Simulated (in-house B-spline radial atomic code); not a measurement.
Atomic self-consistent-field run: S2+ (an excited or competing configuration). Level of theory: non-relativistic Hartree-Fock with fractional occupations, spin-polarised, spherical fractional occupations, point nucleus; calculated with a radial B-spline atomic code at the basis-set limit.

Command:
```bash
python run_scf.py task.json out
```
Settings:
```
Z                16
configuration    [Ne] 3s1 3p2 4f1
hamiltonian      nr
method           hf,
spin_polarised   True
```

Output (hartree, bohr):
```
 radial grid: 50 intervals, B-splines of order 8, outer radius 38.5185 bohr

 iter        energy (Eh)    residual
    1        -393.657269    2.71e-01
    2        -394.849142    6.09e-02
    3        -394.880479    2.52e-02
    4        -394.886593    1.08e-02
    5        -394.888410    2.14e-03
    6        -394.888476    6.40e-04
    7        -394.888479    1.67e-05
    8        -394.888479    1.58e-06
    9        -394.888479    9.32e-08

 total energy                      -394.88848
 kinetic                             394.8885
 electron-nucleus                   -923.1747
 Hartree                             157.3451
 exact exchange                      -23.9474

 orbital      occ     eigenvalue          <r>       <r^2>       <1/r>       <r^4>     <1/r^2>       r_max
 1s up      1.000       -93.4865     0.097149   0.0126862     15.5669 0.000416253      488.84     0.06375
 1s down    1.000       -93.4329    0.0971399   0.0126827     15.5673 0.000415904     488.844     0.06375
 2s up      1.000       -10.4353     0.474474    0.267057     3.08352    0.127861     39.1706      0.3874
 2s down    1.000       -10.3612     0.475737    0.268196     3.07014    0.128076     38.7904      0.3887
 2p up      3.000        -8.1222     0.438864    0.239488     2.96648    0.121387     12.2906      0.3265
 2p down    3.000        -8.0527     0.439891    0.240246     2.95792    0.120932     12.2228      0.3277
 3s up      1.000        -2.1573      1.52252     2.63681    0.889128     10.6937     4.59592       1.339
 3p up      2.000        -1.4610      1.68292     3.25964    0.787609     17.0257     1.35953       1.454
 4f up      1.000        -0.1707      6.66059     50.2047    0.172912     3926.32   0.0352606       5.778
```

Time taken, with all properties: 0.08 s on 1 thread of Arm Neoverse V2, with other jobs on the host.

Caution: exact exchange at fractional occupations of open shells leaves self-interaction of up to several eV.
